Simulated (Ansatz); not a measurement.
`O=C[CH](Cl)[GeH3]` + `CC(O)=S` → `CC(=S)[O][GeH3]` + `O=CCCl` at 500 K and 1 bar (ligand exchange at a Ge–C bond).

Calculated with Ansatz (gas phase, PBE0-D4/def2-TZVP geometries, no zero-point term in ΔE). CCSD(T)/CBS adds triple-zeta CCSD(T) − MP2 to the extrapolated MP2 energy (def2 sets, frozen cores). For Ge outer-core shells are correlated without core-valence functions, which leaves a few kJ/mol of doubt a bond. Scalar relativity is left out up to krypton. Each species was taken in one conformer, which may not be the lowest.

```json
{"species": "`O=C[CH](Cl)[GeH3]`", "CCSD(T)/CBS energy (Eh)": "-2690.14548", "H − E (kJ/mol)": "205.6", "S (J/(mol·K))": "420.4"}
{"species": "`CC(O)=S`", "CCSD(T)/CBS energy (Eh)": "-551.45551", "H − E (kJ/mol)": "189.3", "S (J/(mol·K))": "339.6"}
{"species": "`CC(=S)[O][GeH3]`", "CCSD(T)/CBS energy (Eh)": "-2628.76657", "H − E (kJ/mol)": "239.0", "S (J/(mol·K))": "432.1"}
{"species": "`O=CCCl`", "CCSD(T)/CBS energy (Eh)": "-612.83844", "H − E (kJ/mol)": "154.4", "S (J/(mol·K))": "339.3"}
```

H − E and S are ideal-gas, rigid-rotor, harmonic terms from PBE0-D4/def2-TZVP, for one conformer and one mirror image of each species. 1 Eh = 2625.50 kJ/mol, R = 8.31446 J/(mol·K).

Task: By hand: ΔE, ΔH, ΔS and ΔG.

Result: ΔE = (-2628.76657) + (-612.83844) − (-2690.14548) − (-551.45551) = -0.00402 Eh = -10.6 kJ/mol. Δ(H − E) = 239.0 + 154.4 − 205.6 − 189.3 = -1.5, so ΔH = -12.1 kJ/mol. ΔS = 432.1 + 339.3 − 420.4 − 339.6 = 11.4 J/(mol·K). ΔG = -12.1 − 500 × (11.4)/1000 = -17.8 kJ/mol.

Task: By hand: the equilibrium constant, and the temperature at which ΔG would vanish if ΔH and ΔS stayed fixed.

Result: log₁₀ K = −ΔG/(RT ln 10) = 1.9. ΔH and −TΔS have one sign here, so there is no such temperature.

TΔS isn't small against ΔH here. A doubt of 5 kJ/mol in ΔE shifts log₁₀ K by 0.5 here. Other conformers and mirror images would add mixing entropy, several J/(mol·K) or more a flexible species. Modes under 60 cm⁻¹, often nearly free rotors, make the harmonic entropy too high. These are equilibria of isolated gas molecules and say nothing of rates. Largest T1 diagnostic: 0.017 (customary marks: 0.02 for closed shells, 0.045 for open ones).

ΔS is within the doubt of such terms, so its sign, and with it that verdict, could turn.
